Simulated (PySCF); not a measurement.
Input of a response calculation (the driver script's job line, then coordinates in Å):

```
{"job": {"kind": "uv", "xc": "CAM-B3LYP", "basis": "def2-SVPD", "ip": true, "nstates": 15}, "charge": 0, "multiplicity": 1}
Ti    -0.570075    -0.024571    -0.472787
O     -0.302676    -0.010623     1.758305
H     -0.740561    -0.771065     2.159713
H     -0.706997     0.782570     2.130491
F     -0.584083    -0.026097    -2.217744
O      1.667520    -0.003888    -0.647944
H      1.962031     0.797046    -1.098393
H      1.993228    -0.756838    -1.155743
F     -2.283719    -0.030949    -0.137577
F     -0.173980     1.683089    -0.145356
F     -0.162628    -1.724184    -0.142075
```

Output:

```
coarse grid: 48904 points
cycle   1  E = -1400.9718216237  dE =  1.125e-01  |g| = 1.532e+00  |ddm| = 3.727e+00
cycle   2  E = -1396.6414215703  dE =  4.330e+00  |g| = 5.866e+00  |ddm| = 5.012e+00
cycle   3  E = -1401.3700840251  dE = -4.729e+00  |g| = 6.667e-01  |ddm| = 3.645e+00
cycle   4  E = -1401.4305252039  dE = -6.044e-02  |g| = 2.525e-01  |ddm| = 6.036e-01
cycle   5  E = -1401.4416150489  dE = -1.109e-02  |g| = 5.881e-02  |ddm| = 2.031e-01
cycle   6  E = -1401.4422698820  dE = -6.548e-04  |g| = 1.411e-02  |ddm| = 8.953e-02
cycle   7  E = -1401.4422959510  dE = -2.607e-05  |g| = 7.538e-03  |ddm| = 1.669e-02
cycle   8  E = -1401.4423054520  dE = -9.501e-06  |g| = 8.768e-04  |ddm| = 5.398e-03
final grid: 103576 points
cycle   9  E = -1401.4421277104  dE = -2.103e-07  |g| = 1.090e-03  |ddm| = 2.862e-03
cycle  10  E = -1401.4421275283  dE =  1.821e-07  |g| = 1.557e-03  |ddm| = 1.609e-03
cycle  11  E = -1401.4421279118  dE = -3.835e-07  |g| = 1.838e-04  |ddm| = 1.016e-03
cycle  12  E = -1401.4421279184  dE = -6.621e-09  |g| = 6.630e-05  |ddm| = 2.659e-04
cycle  13  E = -1401.4421279195  dE = -1.052e-09  |g| = 2.762e-05  |ddm| = 7.120e-05
cycle  14  E = -1401.4421279197  dE = -2.372e-10  |g| = 1.150e-05  |ddm| = 3.470e-05
converged SCF energy = -1401.4421279197

Static polarisability (au): isotropic 50.584, principal 47.622 50.927 53.202

Singlet excitations
state   eV       nm        f      main configurations
  1   6.8355    181.4   0.00003   H-2->L 0.93
  2   6.8524    180.9   0.00108   H->L 0.83
  3   6.8919    179.9   0.00034   H-1->L 0.80, H-5->L 0.10
  4   6.9171    179.2   0.00061   H-3->L 0.92
  5   7.0119    176.8   0.00004   H-1->L+1 0.69, H-5->L+1 0.23
  6   7.0299    176.4   0.00000   H-3->L+1 0.54, H-4->L 0.41
  7   7.0453    176.0   0.00108   H->L+1 0.78, H-4->L+1 0.09
  8   7.2419    171.2   0.00710   H-4->L 0.43, H-3->L+1 0.31, H-2->L+2 0.12
  9   7.2908    170.1   0.00388   H-4->L+1 0.65, H-1->L+2 0.15, H-5->L+2 0.10
 10   7.3437    168.8   0.00659   H-2->L+1 0.64, H-3->L+2 0.24
 11   7.4008    167.5   0.00018   H-6->L 0.93
 12   7.4171    167.2   0.00001   H->L+2 0.87
 13   7.4267    166.9   0.00131   H-5->L 0.68
 14   7.5232    164.8   0.00015   H-4->L+2 0.47, H-5->L+1 0.31, H-1->L+1 0.09
 15   7.5553    164.1   0.00249   H-2->L+2 0.48, H-6->L+1 0.43

Triplet excitations (Tamm-Dancoff, eV): 6.4819 6.7367 6.7441 6.7845
Vertical ionisation energy (delta-SCF) = 13.1326 eV
Vertical electron affinity (delta-SCF) = 0.3909 eV
```

Level of theory: TDDFT CAM-B3LYP/def2-SVPD, vertical, gas phase, core orbitals frozen in the response in PySCF. Geometry: PBE0-D3(BJ)/def2-SVP; no solvent, vibrations or thermal averaging.

Problem. What is the total energy of state 2 at this geometry?

Solution. -1401.44213 + 0.25182 = -1401.19031 hartree.

Problem. What is the polarisability anisotropy, √(½[(α1 − α2)² + (α2 − α3)² + (α3 − α1)²])?

Solution. 4.86 au.

Problem. Give the energy of state 2 in hartree, cm⁻¹ and kJ/mol.

Solution. 0.25182 hartree, 55268 cm⁻¹, 661.2 kJ/mol.

Problem. What transition dipole goes with state 8?

Solution. |μ|² = 3f / (2ΔE) = 3 × 0.0071 / (2 × 0.2661) = 0.040 au, so |μ| = 0.51 D.

Problem. How many basis functions and electrons does this run hold?

Solution. 204 basis functions for 78 electrons in 39 doubly occupied orbitals.

Problem. Which species is it?

Solution. cis-Ti(H2O)2F4 (`[OH2]->[Ti](<-[OH2])([F])([F])([F])[F]`) (F4H4O2Ti).

The SCF starts on a coarse grid; the energy jumps when the final grid takes over, and dE counts afresh there. H and L stand for HOMO and LUMO.
